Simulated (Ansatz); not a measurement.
Reaction (isomerisation): `OC[SiH2]O[SiH3]` → `O[SiH2]OC[SiH3]`

Computed with Ansatz on PBE0-D4/def2-TZVP structures; ΔE is electronic, products minus reactants. CCSD(T)/CBS is the MP2 limit (def2-TZVPP, def2-QZVPP) plus CCSD(T) − MP2 in def2-TZVPP, frozen cores. DFT in def2-TZVPP. B3LYP here is the variant with VWN-RPA as its local correlation; programs differ in this. Each species was taken in one conformer, which may not be the lowest.

```
         level  ΔE (kcal/mol)  difference from CCSD(T)/CBS
        PBE-D4            0.1                         -1.4
       PBE0-D4            1.0                         -0.5
      B3LYP-D4            1.5                          0.0
       ωB97M-V            1.5                          0.0
        B2PLYP            1.2                         -0.3
         B3LYP            1.0                         -0.5
MP2/def2-TZVPP            1.5                          0.0
MP2/def2-QZVPP            1.6                          0.1
 MP2/CBS(def2)            1.6                          0.1
CCSD/CBS(def2)            1.9                          0.4
   CCSD(T)/CBS            1.5                            0
```

Largest T1 diagnostic among the species: 0.012.

From PBE to PBE0 (25 % exact exchange), in def2-TZVPP and without D4, ΔE moves by +0.9 kcal/mol. In def2-TZVPP, CCSD(T) changes the Hartree–Fock value by −1.7 kcal/mol (the triples alone add −0.4 kcal/mol) and MP2 by −1.7 kcal/mol.
